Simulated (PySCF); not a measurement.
PySCF 2.14 output of an unrestricted M06-L calculation on a single atom or ion in x2c-TZVPall (8s6p6d1f, 63 functions), with the spin-free X2C one-electron Hamiltonian (Gaussian nucleus):

```
SCF conv_tol = 1e-09
number electrons alpha = 23  beta = 20
    Y. Zhao and D. G. Truhlar.,  J. Chem. Phys. 125, 194101 (2006)
    Y. Zhao and D. G. Truhlar.,  J. Chem. Phys. 125, 194101 (2006)
    Y. Zhao and D. G. Truhlar.,  Theor. Chem. Acc. 120, 215 (2008)
cycle= 1 E= -4529.93562209087  delta_E= -0.00542  |g|= 0.0236  |ddm|= 0.0934
cycle= 2 E= -4529.93558670102  delta_E= 3.54e-05  |g|= 0.0288  |ddm|= 0.0258
cycle= 3 E= -4529.93578903468  delta_E= -0.000202  |g|= 0.0028  |ddm|= 0.0141
cycle= 4 E= -4529.93578956317  delta_E= -5.28e-07  |g|= 0.000167  |ddm|= 0.000926
cycle= 5 E= -4529.93578958257  delta_E= -1.94e-08  |g|= 1.63e-05  |ddm|= 0.000272
cycle= 6 E= -4529.93578958275  delta_E= -1.77e-10  |g|= 3.56e-06  |ddm|= 4.51e-05
converged SCF energy = -4529.93578958275  <S^2> = 3.7585654  2S+1 = 4.0042804
```

The run itself started from symmetry-adapted Hartree-Fock orbitals and held the occupation by maximum overlap, on a logarithmic radial grid, so the iterations belong to that start.

**Question.** Which element, charge and spin multiplicity is this?

**Answer.** Ru⁺ (ruthenium, charge +1), multiplicity 4; the state was [Kr] 4d7, high-spin 4F determinant.
